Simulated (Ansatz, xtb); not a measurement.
# Relative energy of two isomers of C4H5BrO2Si

We compare a, `Br[SiH2]Oc1ccoc1`, a singlet, with b, `C#C[Si]1(Br)OCCO1`, a singlet. Both are isolated molecules in the gas phase, relaxed with PBE0-D3(BJ)/def2-SVP; the shapes shown needn't be the lowest conformers.

a (Å):

| atom | x (Å) | y (Å) | z (Å) |
| --- | --- | --- | --- |
| C | -0.3721 | 1.8673 | -0.8993 |
| C | -1.6630 | 2.2829 | -0.4468 |
| C | -1.4924 | 3.5611 | -0.0068 |
| C | 0.4765 | 2.9225 | -0.6956 |
| Br | 3.0979 | 0.3350 | -1.4831 |
| O | -0.1093 | 0.6452 | -1.4145 |
| O | -0.2147 | 3.9509 | -0.1543 |
| Si | 1.1087 | 0.2439 | -2.4739 |
| H | 0.8475 | -1.1561 | -2.8747 |
| H | 1.1359 | 1.2084 | -3.6046 |
| H | -2.5768 | 1.6947 | -0.4580 |
| H | -2.1723 | 4.2927 | 0.4222 |
| H | 1.5410 | 3.0675 | -0.8555 |

b (Å):

```xyz
13

C    -1.1507   -1.8154    3.1156
C    -0.5950   -1.2418    2.1989
C    -0.9335    1.2577   -0.6658
C    -0.4366    0.0852   -1.5233
Br    2.4080   -0.4275    1.2405
O    -0.2655    1.1819    0.5839
O    -0.1713   -0.9951   -0.6421
Si    0.2424   -0.3793    0.8454
H    -1.6431   -2.3238    3.9262
H    -0.7157    2.2279   -1.1381
H    -2.0240    1.1900   -0.5030
H    -1.1887   -0.2274   -2.2634
H     0.4876    0.3580   -2.0642
```

Quicker runs give these differences E(b) − E(a): GFN2-xTB +24.9 kcal/mol; HF/STO-3G −7.8 kcal/mol (at GFN2-xTB geometries); r2SCAN-D4/def2-SVP −2.1 kcal/mol (at GFN2-xTB geometries).

Q: Estimate E(b) − E(a) at the level CCSD(T)/def2-SVP + ΔMP2/def2-TZVPP.

A: Calculated at CCSD(T)/def2-SVP + ΔMP2/def2-TZVPP: E(b) − E(a) = −19.3 kcal/mol, so structure b lies lower.

Level by level:

```tsv
level	geometry	E(b) − E(a) (kcal/mol)	departure from the last row (kcal/mol)	job, with rough time for the two
GFN2-xTB	GFN2-xTB	+24.9	+44.2	optimisation, 0.42 s
HF/STO-3G	GFN2-xTB	−7.8	+11.4	single point, 1.5 s
r2SCAN-D4/def2-SVP	GFN2-xTB	−2.1	+17.2	single point, 6.6 s
PBE0-D3(BJ)/def2-SVP	PBE0-D3(BJ)/def2-SVP	−0.7	+18.6	optimisation, 3.1 min
HF/def2-SVP	PBE0-D3(BJ)/def2-SVP	−14.0	+5.2	part of the CCSD(T) run
MP2/def2-SVP	PBE0-D3(BJ)/def2-SVP	−9.2	+10.1	part of the CCSD(T) run
CCSD(T)/def2-SVP	PBE0-D3(BJ)/def2-SVP	−8.8	+10.5	single point
CCSD(T)/def2-SVP + ΔMP2/def2-TZVPP	PBE0-D3(BJ)/def2-SVP	−19.3		single point, 3.6 min
```

As drawn, b has 1 C≡C, 1 C–Si, 1 O–Si, 1 C–O, 1 C–C, 2 C–H in place of 3 C∷C, 2 C∷O, 2 Si–H (∷ is an aromatic bond). Structure a has a 5-membered ring (with an aromatic ring), b a 5-membered ring.

GFN2-xTB puts the two in the other order. The largest departure from CCSD(T)/def2-SVP + ΔMP2/def2-TZVPP is that of GFN2-xTB, 44.2 kcal/mol. The last row adds to CCSD(T) the change of the MP2 difference between the two basis sets, here −10.5 kcal/mol, a large step that makes the value less sure.

With thermal terms from frequencies at re-optimised GFN2-xTB minima (ideal gas, soft modes damped towards free rotors, one conformer each, 298.15 K, 1 atm): the zero-point term adds +2.2 kcal/mol; ΔH is −16.5 and ΔG −17.7 kcal/mol.

The correlated steps freeze 20 core orbitals; the filled d shell of Br is correlated, in a basis made for valence electrons. Programs: Ansatz 0.2.0, xtb 6.7.1; the last row on 2 threads of Intel(R) Xeon(R) Processor @ 2.70GHz on a shared host.
